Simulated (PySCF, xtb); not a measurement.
C4H8OSi, SMILES C[SiH]1CC(=O)C1.

GFN2-xTB in xtb at its own geometry gives an orbital gap of 3.99 eV and a dipole moment of 4.22 D.

The structure is a stationary point at B3LYP-D3(BJ)/def2-SVP. The structure was generated by enumeration, and PubChem lists no compound with its InChIKey, so it may never have been made.

Task: What does PBE/def2-TZVP (PySCF) give? (The exact figures need the calculation; the answer reports its results.)

Result: gap 3.84 eV (levels -5.50 and -1.66 eV), dipole 3.77 D.
